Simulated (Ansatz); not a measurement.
Geometry optimisation, Ansatz, DFT PBEsol, scalar-relativistic, plane waves, PAW.

input.yaml

```yaml
crystal:
  lattice:
    - [11.18, 0.0, 0.0]
    - [0.0, 11.18, 0.0]
    - [0.0, 0.0, 11.18]
  atoms:
    - { symbol: Rb, position: [0.0, 0.0, 0.0] }
    - { symbol: Rb, position: [0.5, 0.0, 0.0] }
    - { symbol: Rb, position: [0.0, 0.5, 0.0] }
    - { symbol: Rb, position: [0.0, 0.0, 0.5] }
    - { symbol: Rb, position: [0.25, 0.25, 0.25] }
    - { symbol: Rb, position: [0.5, 0.5, 0.0] }
    - { symbol: Rb, position: [0.5, 0.0, 0.5] }
    - { symbol: Rb, position: [0.75, 0.25, 0.25] }
    - { symbol: Rb, position: [0.0, 0.5, 0.5] }
    - { symbol: Rb, position: [0.25, 0.75, 0.25] }
    - { symbol: Rb, position: [0.25, 0.25, 0.75] }
    - { symbol: Rb, position: [0.5, 0.5, 0.5] }
    - { symbol: Rb, position: [0.75, 0.75, 0.25] }
    - { symbol: Rb, position: [0.75, 0.25, 0.75] }
    - { symbol: Rb, position: [0.25, 0.75, 0.75] }
    - { symbol: Rb, position: [0.75, 0.75, 0.75] }
    - { symbol: Li, position: [0.61869203, 0.24551349, 0.00258403] }
basis:
  ecutwfc: 420.0
kpoints:
  mp_grid: { grid: [2, 2, 2] }
hamiltonian:
  xc: pbesol
scf:
  occupations: { method: fermi_dirac, width: 0.15 }
  lower_state_search: "off"
relax:
  f_tol: 0.03
  max_steps: 60
  adjacent_minimum: "off"
output:
  write_density: true
  write_potential: true
  elf: true
  volumetric_format: npy
```

Run as:

```bash
$ ansatz run input.yaml --threads 4 --pin off --max-ram 10240MiB --backend cpu --events-out ev --progress --plain --runs-dir out
```

Task: Where does it end, and by what steps?

Result: The run converged. The force dipped under the threshold on the way, but the program's further checks kept it going. Limits of this set-up: coarse k mesh, a small cell, in which the defect meets its images. After 8 steps the energy has fallen by 0.520 eV; Rb3 moved furthest, 0.58 Å.

```
step  energy less start (eV)  largest force component (eV/Å)  accepted
   0                  0.0000                           0.505       yes
   1                 -0.2114                           0.325       yes
   2                 -0.4073                           0.134       yes
   3                 -0.4853                           0.017       yes
   4                 -0.4853                           0.017       yes
   5                 -0.5015                           0.033       yes
   6                 -0.5182                           0.018       yes
   7                 -0.5182                           0.018       yes
   8                 -0.5198                           0.004       yes
```

```xyz
17
Lattice="11.1800 0.0000 0.0000 0.0000 11.1800 0.0000 0.0000 0.0000 11.1800" Properties=species:S:1:pos:R:3
Rb -0.452 0.351 0.001
Rb 5.645 -0.552 0.001
Rb -0.454 5.234 0.001
Rb 0.397 0.226 5.594
Rb 3.236 2.794 2.441
Rb 5.658 6.128 0.001
Rb 5.350 -0.271 5.589
Rb 8.318 2.794 3.349
Rb 0.394 5.360 5.594
Rb 2.390 8.378 2.564
Rb 3.237 2.794 8.742
Rb 5.353 5.860 5.589
Rb 8.613 8.387 3.068
Rb 8.311 2.794 7.839
Rb 2.392 8.378 8.618
Rb 8.612 8.387 8.113
Li 6.995 2.782 0.007
```

The run took 59 s on 4 threads of Intel(R) Xeon(R) 6975P-C (Granite Rapids), with other jobs on the host, peak memory 3.1 GiB.
